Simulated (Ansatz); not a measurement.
Abridged output of a molecular run in Ansatz:

```
Functional definition: HF
1251 factors; integrals over basis functions are off by at most 9.8e-4 eV
mean field evaluation 1: about -80900.9176 eV, gradient 2.5e1 eV
mean field evaluation 2: about -80901.2139 eV, gradient 2.6e1 eV
mean field evaluation 4: about -80903.0525 eV, gradient 4.2e0 eV
mean field evaluation 8: about -80903.1365 eV, gradient 6.9e-1 eV
mean field evaluation 16: about -80903.1438 eV, gradient 2.0e-6 eV
mean field -80903.14380063 eV, -2973.1356965526 hartree, gradient 2.0e-6 eV, S^2 0.000000; 0 other end points of the search recorded, 0 dependent functions left out; unrestricted orbitals would lower it
17 core orbitals not correlated: weight in the atoms' cores, before any rotation towards them, 1.000 or more for the frozen orbitals, at most 0.000 for the correlated occupied ones
reference -80903.14380063 eV, -2973.1356965526 hartree; 19, 19 occupied and 161, 161 virtual orbitals, 1251 factors
second order -27.37025639 eV of doubles, -0.00000000 eV of singles
cycle   1  -26.69243616 eV  change    6.8e-1 eV  update   1.5e-1
cycle   2  -27.47826085 eV  change   -7.9e-1 eV  update   4.8e-2
cycle   3  -27.66489672 eV  change   -1.9e-1 eV  update   2.4e-2
cycle   4  -27.64003477 eV  change    2.5e-2 eV  update   7.9e-3
cycle   5  -27.63566257 eV  change    4.4e-3 eV  update   4.1e-3
cycle   6  -27.63771100 eV  change   -2.0e-3 eV  update   1.4e-3
cycle   7  -27.63713385 eV  change    5.8e-4 eV  update   6.3e-4
cycle   8  -27.63673252 eV  change    4.0e-4 eV  update   2.7e-4
cycle   9  -27.63690750 eV  change   -1.7e-4 eV  update   1.7e-4
cycle  10  -27.63689552 eV  change    1.2e-5 eV  update   1.0e-4
cycle  11  -27.63681319 eV  change    8.2e-5 eV  update   6.0e-5
cycle  12  -27.63689226 eV  change   -7.9e-5 eV  update   3.0e-5
cycle  13  -27.63688426 eV  change    8.0e-6 eV  update   1.5e-5
perturbative correction -1.38224135 eV, -0.0507964328 hartree
Total energy: -80932.16292624 eV, -2974.2021297491 hartree
```

Its atoms:

Cartesian coordinates in Å:
```
F -0.439 1.607 0.469
C -0.353 0.266 0.494
S 1.261 -0.471 0.901
C 0.375 -0.405 -0.566
Se 0.381 -0.814 -2.259
H -1.225 -0.182 0.962
```

Q: Which basis set was used?
A. def2-TZVPP
B. def2-SVP
C. def2-SVPD
D. cc-pV(D+d)Z

A: A. It gives 197 functions.

Q: Write the keys of the input that set method, charge and spin (a neutral closed shell needs none for the last two).

A: 
```yaml
correlation: {method: ccsd_t}
```
